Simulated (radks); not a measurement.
The numbers below are computed, except where a source is named.
Question: The mean radii <r> (bohr) of the occupied orbitals of an atom or ion are listed with their occupations. Level of theory: non-relativistic Kohn-Sham, LDA (Slater exchange, Perdew-Wang correlation), spin-unpolarised, spherical densities, point nucleus (a radial shooting solver on a logarithmic mesh with Libxc functionals).

orbital  occ.      <r>
1s          2  0.07370
2s          2   0.3416
2p          6   0.3024

Name the element and its charge.

Answer: Z = 21, scandium, charge +11: Sc11+ in [Ne]. The 1s radius gives Z: for a bare nucleus <r> = 1.5/Z, 0.07143 bohr for Z = 21, and screening makes it slightly larger (0.07370 here). The occupations add up to 10, and the charge is Z minus that.
